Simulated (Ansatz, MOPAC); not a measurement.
Species: InI2, net charge 0, doublet state. SMILES: [I][In][I]
Geometry from a B3LYP-D3(BJ)/def2-TZVP (Ansatz, an electronic-structure program) optimisation:
```xyz
3

In     0.7797     0.3819     0.2539
I     -0.7476     1.6431    -1.6656
I      0.0268    -1.9962     1.4308
```
Charge 0, spin multiplicity 2.

Wanted: vertical electron affinity to the singlet, in eV. Terms: def2 sets with scalar-relativistic core potentials past Kr; open shells spin-unrestricted; each state is the SCF solution reached for its charge and spin; STO-3G and 3-21G all-electron and non-relativistic; dispersion terms only where a functional's name holds one; spin-orbit terms left out; PM7 with its own dispersion and hydrogen-bond terms. Ab initio and DFT rows: single points at B3LYP-D3(BJ) geometries (Ansatz). Semi-empirical rows: differences of heats of formation at the shared geometry for vertical values. The spin state of an ion or metal species was assumed, not searched.

```json
[
 {"species": "charge -1, singlet", "coefficient": "-1", "E at B3LYP/STO-3G (Ansatz), Eh": "-19390.56152", "E at B3LYP/def2-TZVPD (Ansatz), Eh": "-786.02280", "heat of formation at PM7 (MOPAC), kcal/mol": "-92.98"},
 {"species": "charge 0, doublet", "coefficient": "+1", "E at B3LYP/STO-3G (Ansatz), Eh": "-19390.61869", "E at B3LYP/def2-TZVPD (Ansatz), Eh": "-785.91430", "heat of formation at PM7 (MOPAC), kcal/mol": "-2.12"}
]
```

 1 Eh = 27.2114 eV and 1 eV = 23.0605 kcal/mol.

Problem. Compute it at each level from the table.

Solution. 
- B3LYP/STO-3G: the sum of coefficient times E is -0.05717 Eh, or -1.556 eV. Result: -1.56 eV.
- B3LYP/def2-TZVPD: the sum of coefficient times E is 0.10850 Eh, or 2.952 eV. Result: 2.95 eV.
- PM7: the sum of coefficient times heat of formation is 90.86 kcal/mol, or 3.94 eV.
